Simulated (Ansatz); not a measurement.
Consider the formal loss of a carbene: `C[Se]CC=N` → `[CH2]` (triplet) + `C[Se]C=N`.

Computed with Ansatz on PBE0-D4/def2-TZVP structures; ΔE is electronic, products minus reactants. CCSD(T)/CBS is the MP2 limit (def2-TZVPP, def2-QZVPP) plus CCSD(T) − MP2 in def2-TZVPP, frozen cores. This one scheme is used for every species. Functionals use def2-TZVPP. B3LYP here is the variant with VWN-RPA as its local correlation; programs differ in this. Triplets are unrestricted, without spin–orbit coupling. For Se outer-core shells are correlated without core-valence functions, which leaves a few kJ/mol of doubt a bond. Scalar relativity is left out up to krypton. Each species was taken in one conformer, which may not be the lowest.

| level | ΔE (kJ/mol) | difference from CCSD(T)/CBS |
| --- | --- | --- |
| PBE-D4 | 438.3 | -4.2 |
| r2SCAN-D4 | 409.1 | -33.4 |
| PBE0-D4 | 434.5 | -8.0 |
| B3LYP-D4 | 427.3 | -15.2 |
| ωB97X-V | 450.3 | 7.8 |
| ωB97M-V | 442.5 | 0.0 |
| B2PLYP | 425.3 | -17.2 |
| PBE | 429.6 | -12.9 |
| r2SCAN | 406.7 | -35.8 |
| PBE0 | 427.0 | -15.5 |
| B3LYP | 413.5 | -29.0 |
| HF/def2-TZVPP | 291.8 | -150.7 |
| MP2/def2-TZVPP | 444.0 | 1.5 |
| SCS-MP2/def2-TZVPP | 443.4 | 0.9 |
| CCSD/def2-TZVPP | 419.9 | -22.6 |
| CCSD(T)/def2-TZVPP | 431.0 | -11.5 |
| HF/def2-QZVPP | 291.2 | -151.3 |
| MP2/def2-QZVPP | 450.3 | 7.8 |
| SCS-MP2/def2-QZVPP | 451.2 | 8.7 |
| HF/CBS(def2) | 291.1 | -151.4 |
| MP2/CBS(def2) | 455.4 | 12.9 |
| CCSD/CBS(def2) | 431.3 | -11.2 |
| CCSD(T)/CBS | 442.5 | 0 |

Largest T1 diagnostic among the species: 0.011.

In def2-TZVPP, CCSD(T) changes the Hartree–Fock value by +139.3 kJ/mol (the triples alone add +11.1 kJ/mol) and MP2 by +152.2 kJ/mol. The D4 term adds +13.8 kJ/mol with B3LYP and +7.5 kJ/mol with PBE0; it sums over pairs of atoms, weighted by their polarisabilities, and B3LYP, whose exchange is more repulsive, gets the larger term.
